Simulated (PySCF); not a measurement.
Aluminium: a sound run and one with changed settings

Sound run: Al⁺ [Ne] 3s2, Al²⁺ [Ne] 3s1. Calculation: PySCF 2.14, in pcseg-2 (5s4p2d1f, 34 functions); no relativity, point nucleus. In the sound run the correlated levels freeze [Ne]. The sound run starts from symmetry-adapted Hartree-Fock orbitals and uses a fine grid where one is needed.

Changed run: basis STO-3G. This setting is unsound on purpose.

```csv
species,method,sound run (hartree),changed run (hartree),converged
Al⁺,UHF,-241.66511,-238.88005,yes
Al⁺,BP86,-242.16360,-239.30267,yes
Al⁺,LDA,-241.09596,-238.22545,yes
Al⁺,MP2,-241.69218,-238.90216,yes
Al⁺,CCSD(T),-241.70401,-238.91866,yes
Al²⁺,UHF,-241.02210,-238.27935,yes
Al²⁺,BP86,-241.47125,-238.64542,yes
Al²⁺,LDA,-240.40172,-237.56695,yes
```

Ionisation energy of Al⁺:

```json
{"method": "UHF", "sound run (eV)": "17.497", "changed run (eV)": "16.346"}
{"method": "BP86", "sound run (eV)": "18.840", "changed run (eV)": "17.885"}
{"method": "LDA", "sound run (eV)": "18.891", "changed run (eV)": "17.919"}
{"method": "MP2", "sound run (eV)": "18.234", "changed run (eV)": "16.948"}
{"method": "SCS-MP2", "sound run (eV)": "18.381", "changed run (eV)": "17.068"}
{"method": "CCSD", "sound run (eV)": "18.556", "changed run (eV)": "17.397"}
{"method": "CCSD(T)", "sound run (eV)": "18.556", "changed run (eV)": "17.397"}
{"method": "CCSDT", "sound run (eV)": "18.556", "changed run (eV)": "17.397"}
{"method": "FCI", "sound run (eV)": "18.556", "changed run (eV)": "17.397"}
```

A minimal basis cannot let orbitals breathe on ionisation and holds almost no correlation.

For comparison, NIST gives 18.829 eV between the lowest levels.
